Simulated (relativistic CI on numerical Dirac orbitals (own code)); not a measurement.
Computed by Dirac-Coulomb-Breit CI, separate exchange-only KLI orbitals for each configuration, a model potential for QED, unscaled Slater integrals (own radial code, finite nucleus).

The strongest absorption lines from the ground level of an ion, among the configurations computed and to levels below about 3260 eV (vacuum wavelength in Å, gf): 3.8576 (0.11), 4.0819 (0.33), 4.1973 (0.54), 4.9467 (0.32), 4.9944 (0.11), 5.2019 (1.8), 5.3779 (1.8), 5.8405 (0.14).

(1) Which ion is it?
A. Zr XXXI
B. Se XXV
C. Tc XXXIV
D. Zr XXXIII

## Answers

(1) A. Zr XXXI has 10 electrons and the ground level 2s2 2p6 1S_0; the strongest line goes to 2s2 2p5 3d 1P°_1. The pattern of lines fixes the number of electrons, and along that sequence the line energies rise steadily with the charge (about as its square where n changes within one kind of shell, about linearly where n is kept but much faster in heavy ions where fine structure, which grows about as Z⁴, sets the gap, and irregularly where shells cross), which fixes Z. Configurations outside the model, such as inner-shell arrays, can give stronger lines. At this charge energies of transitions that change n are usually good to better than 1 %, and those within a shell (Δn = 0) to a few per cent.

LS names give the leading component of a level, which can be under half, so a name can repeat, a term be missing and a line seem to break the LS rules.
